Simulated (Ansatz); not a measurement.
Geometry optimisation, RKS PBE0-D4/6-31G* (Ansatz).

input.yaml

```yaml
crystal:
  periodic: [false, false, false]
  atoms:
    - { symbol: "N", position_ang: [-1.05477, 0.95458, -0.36431] }
    - { symbol: B, position_ang: [-0.13903, 0.04202, 0.04797] }
    - { symbol: "N", position_ang: [1.21499, 0.4312, 0.55355] }
    - { symbol: O, position_ang: [-0.28692, -1.43156, 0.07588] }
    - { symbol: H, position_ang: [-1.96326, 0.56481, -0.64383] }
    - { symbol: H, position_ang: [1.50981, 1.32324, 0.17933] }
    - { symbol: H, position_ang: [1.91211, -0.26599, 0.32116] }
    - { symbol: H, position_ang: [-1.19295, -1.61831, -0.16975] }
total_charge: -1
basis:
  gaussian: { orbitals: "6-31G*" }
hamiltonian:
  xc: pbe0
  dispersion: d4
relax:
  f_tol: 0.015
  max_steps: 40
```

Launched with:

```bash
$ ansatz run input.yaml --threads 1 --pin off --max-ram 2048MiB --backend cpu --events-out ev --progress --plain --runs-dir out
```

Question: Where does it end, and by what steps?

Answer: The run converged. Limits of this set-up: an anion without diffuse functions, the dipole of an ion depends on the origin. After 6 steps the energy has fallen by 0.047 eV; O4 moved furthest, 0.08 Å.

| step | energy less start (eV) | largest force component (eV/Å) | accepted |
| --- | --- | --- | --- |
| 0 | 0.0000 | 0.977 | yes |
| 1 | -0.0327 | 0.603 | yes |
| 2 | -0.0409 | 0.309 | yes |
| 3 | -0.0441 | 0.138 | yes |
| 4 | -0.0462 | 0.144 | yes |
| 5 | -0.0467 | 0.075 | yes |
| 6 | -0.0472 | 0.015 | yes |

```xyz
8
Properties=species:S:1:pos:R:3
N -1.034 0.965 -0.404
B -0.139 0.027 0.061
N 1.219 0.400 0.573
O -0.306 -1.415 0.152
H -1.936 0.523 -0.624
H 1.454 1.316 0.204
H 1.928 -0.256 0.254
H -1.185 -1.561 -0.216
```

Whether the end is a true minimum wasn't checked by a vibrational analysis.

Time of the run: 16 s on 1 CPU thread of a shared host.
